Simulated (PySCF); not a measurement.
C₂H₅NSSi, SMILES C(#N)[SiH2]SC (PBE/def2-SVP optimised geometry):

```
10

C      1.649    -0.882     0.000
S     -0.192    -0.882     0.000
Si    -0.570     1.224     0.000
C      0.162     2.005     1.534
N      0.664     2.456     2.495
H      1.953    -1.945     0.005
H      2.049    -0.389     0.907
H      2.054    -0.397    -0.909
H     -2.054     1.410     0.035
H      0.059     1.945    -1.158
```

Level of theory: PBE/def2-TZVP (PySCF).

**Question.** What are the frontier orbital energies and the dipole moment?

**Answer.** HOMO-2 -8.37 eV, HOMO-1 -7.95 eV, HOMO -6.37 eV, LUMO -2.07 eV, LUMO+1 -1.62 eV; dipole moment 3.13 D.

Meta-Löwdin charges at PBE/def2-TZVP: C1 -0.39, S2 -0.12, Si3 0.53, C4 -0.15, N5 -0.16, H6 0.15, H7 0.14, H8 0.13, H9 -0.05, H10 -0.07.
